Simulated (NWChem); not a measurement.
## CH3Li in NWChem

```xyz
5

Li     0.9287    -1.2907     0.0000
C     -0.2231     0.3101     0.0000
H     -0.8949     0.3739     0.8799
H     -0.8949     0.3739    -0.8799
H      0.3422     1.2640     0.0000
```
Charge 0, spin multiplicity 1.

Program: NWChem. All single points use one geometry, from PBE0/def2-SVP, a minimum by its harmonic frequencies.

Symmetry labels belong to the abelian group Cs used in the runs, with the axes of the coordinates shown; states degenerate in a higher group split over its labels.

The structure started from a generated list of species.

List the lowest 5 singlet excitations that CIS/aug-cc-pVDZ gives, with oscillator strengths.


```tsv
state	symmetry	energy (eV)	wavelength (nm)	f
1	a'	3.70	335	0.086
2	a'	4.96	250	0.077
3	a"	4.96	250	0.077
4	a'	5.40	229	0.024
5	a'	6.13	202	0.013
```
